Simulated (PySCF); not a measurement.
Si(H)(OMe)(OEt)(NMe2) (C5H15NO2Si), SMILES O(CC)[SiH](N(C)C)OC.

Coordinates come from a r2SCAN-D4/def2-SVP optimisation. One conformer was computed; it need not be the lowest.

Calculation: TDA-B3LYP/def2-SVP (PySCF).

Vertical excitations. 

Computed excitation energies, oscillator strengths and character:
```csv
state,energy (eV),λ (nm),f,main pairs
S1,6.53,190,0.008,HOMO→LUMO 89 %
S2,6.93,179,0.015,HOMO→LUMO+1 85 %
S3,7.39,168,0.107,HOMO→LUMO+2 95 %
S4,7.73,160,0.068,"HOMO→LUMO+3 75 %, HOMO→LUMO+5 15 %"
S5,7.85,158,0.005,HOMO→LUMO+4 88 %
S6,7.97,155,0.023,"HOMO→LUMO+5 67 %, HOMO→LUMO+3 11 %"
T1,6.36,195,0,"HOMO→LUMO 81 %, HOMO→LUMO+1 16 %"
T2,6.69,185,0,"HOMO→LUMO+1 57 %, HOMO→LUMO+2 17 %, HOMO→LUMO 12 %"
```
Triplets are in the Tamm–Dancoff approximation.
